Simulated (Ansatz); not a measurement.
Consider the formal exchange of groups at a Ge–Cl bond: `[CH3][Ge]([Cl])([Cl])[Cl]` + `C=C(N)N` → `[CH3][Ge]([NH2])([Cl])[Cl]` + `C=C(N)Cl`.

Gas-phase electronic energies from Ansatz, PBE0-D4/def2-TZVP geometries. CBS: MP2 limit from def2 TZ/QZ plus the TZ coupled-cluster correction, frozen cores. Functionals use def2-TZVPP. For Ge outer-core shells are correlated without core-valence functions, which leaves a few kJ/mol of doubt a bond. Scalar relativity is left out up to krypton. Each species was taken in one conformer, which may not be the lowest.

| level | ΔE (kJ/mol) |
| --- | --- |
| ωB97M-V | 87.4 |
| HF/def2-TZVPP | 97.9 |
| CCSD/def2-TZVPP | 83.5 |
| SCS-MP2/def2-QZVPP | 79.6 |

**Question.** What does CCSD(T)/CBS give? (An estimate is asked.)

**Answer.** The calculation gave: +80.5 kJ/mol. The listed levels differ from it by 6.9, 17.4, 3.0, -0.9 kJ/mol.

Largest T1 diagnostic among the species: 0.011.

At CCSD(T), def2-SVP lies +14.1 kJ/mol from the extrapolated value and def2-TZVPP +0.8 kJ/mol. In def2-TZVPP, CCSD(T) changes the Hartree–Fock value by −16.7 kJ/mol (the triples alone add −2.2 kJ/mol) and MP2 by −17.2 kJ/mol. From BLYP to BHLYP (50 % exact exchange), in def2-TZVPP and without D4, ΔE moves by +7.5 kJ/mol.
